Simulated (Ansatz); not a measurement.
Reaction (isomerisation): `N=C([SiH3])BO` → `C[SiH]1NB1O`

Isolated molecules relaxed with PBE0-D4/def2-TZVP in Ansatz; ΔE leaves out vibrations. CBS: MP2 limit from def2 TZ/QZ plus the TZ coupled-cluster correction, frozen cores. DFT in def2-TZVPP. Each species was taken in one conformer, which may not be the lowest.

Q: Is it downhill or uphill in electronic energy at CCSD(T)/CBS, and by how much? (Best estimate.)

A: Computed: Downhill: ΔE = -153.2 kJ/mol.

Q: What do these levels give: r2SCAN-D4, PBE0-D4, ωB97X-V, B2PLYP, PBE, r2SCAN, HF/def2-TZVPP, MP2/def2-TZVPP, CCSD/def2-TZVPP, CCSD(T)/def2-TZVPP, SCS-MP2/def2-QZVPP, HF/CBS(def2)? (Estimate.)

A: Computed: r2SCAN-D4 -170.0, PBE0-D4 -172.9, ωB97X-V -155.6, B2PLYP -151.1, PBE -167.0, r2SCAN -170.4, HF/def2-TZVPP -122.9, MP2/def2-TZVPP -164.3, CCSD/def2-TZVPP -146.8, CCSD(T)/def2-TZVPP -146.6, SCS-MP2/def2-QZVPP -150.7, HF/CBS(def2) -123.6 kJ/mol.

Largest T1 diagnostic among the species: 0.014.

From PBE to PBE0 (25 % exact exchange), in def2-TZVPP and without D4, ΔE moves by −7.0 kJ/mol. In def2-TZVPP, CCSD(T) changes the Hartree–Fock value by −23.7 kJ/mol (the triples alone add +0.2 kJ/mol) and MP2 by −41.4 kJ/mol.
